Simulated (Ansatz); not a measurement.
Two isomers of C2H5GeN: A = `N=[C]1[CH2][GeH2]1`, B = `[CH]1=N[CH2][GeH2]1`.

Gas-phase electronic energies from Ansatz, PBE0-D4/def2-TZVP geometries. CCSD(T)/CBS is the MP2 limit (def2-TZVPP, def2-QZVPP) plus CCSD(T) − MP2 in def2-TZVPP, frozen cores. Functionals use def2-TZVPP. B3LYP here is the variant with VWN-RPA as its local correlation; programs differ in this. For Ge outer-core shells are correlated without core-valence functions, which leaves a few kJ/mol of doubt a bond. Scalar relativity is left out up to krypton. Each species was taken in one conformer, which may not be the lowest.

(1) Which is lower in electronic energy at CCSD(T)/CBS, and by how much? (Best estimate.)

(2) Give E(B) − E(A) in kcal/mol with B3LYP-D4, r2SCAN-D4, MP2/def2-TZVPP, CCSD/def2-TZVPP, PBE-D4, PBE0-D4, ωB97M-V. (An estimate is asked.)

(3) Does the order hold for the free energy at 298.15 K (harmonic terms from PBE0-D4)? (An estimate is asked.)

Largest T1 diagnostic: 0.013.

## Answers

(1) Ansatz gave: B, by 14.3 kcal/mol.

(2) Ansatz gave: B3LYP-D4 -12.9, r2SCAN-D4 -11.7, MP2/def2-TZVPP -14.6, CCSD/def2-TZVPP -15.4, PBE-D4 -11.4, PBE0-D4 -13.0, ωB97M-V -14.2. None reverses the order clearly.

(3) The calculation gave: Yes: G(B) − G(A) = -12.6 kcal/mol, for one conformer each.

From r2SCAN to r2SCAN0 (25 % exact exchange), in def2-TZVPP and without D4, E(B) − E(A) moves by −1.2 kcal/mol. Leaving LDA and LC-ωPBE aside and taking each functional with its dispersion term where it has one, the values, not all of them listed here, spread over 3.8 kcal/mol, from ωB97X-V to PBE-D4.
